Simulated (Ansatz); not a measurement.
Consider the cleavage of the Si–Si bond: `CB[SiH2][SiH2][AlH2]` + HCl → `CB[SiH2]Cl` + `[AlH2][SiH3]`.

Program: Ansatz. Geometries: PBE0-D4/def2-TZVP. ΔE: electronic, gas phase. CBS: MP2 limit from def2 TZ/QZ plus the TZ coupled-cluster correction, frozen cores. This one scheme is used for every species. Functionals use def2-TZVPP. Each species was taken in one conformer, which may not be the lowest.

```
     level  ΔE (kJ/mol)
 revPBE-D4        -51.0
r2SCAN0-D4        -67.4
    revPBE        -70.9
    r2SCAN        -67.3
```

**Question.** What does CCSD(T)/CBS give? (Best estimate.)

**Answer.** Computed: -69.5 kJ/mol. The listed levels differ from it by 18.5, 2.1, -1.4, 2.2 kJ/mol.

Largest T1 diagnostic among the species: 0.014.

The D4 term adds +16.3 kJ/mol with B3LYP and +9.2 kJ/mol with PBE0; it sums over pairs of atoms, weighted by their polarisabilities, and B3LYP, whose exchange is more repulsive, gets the larger term. At CCSD(T), def2-SVP lies +3.3 kJ/mol from the extrapolated value and def2-TZVPP +1.6 kJ/mol.

B3LYP here is the variant with VWN-RPA as its local correlation; programs differ in this.
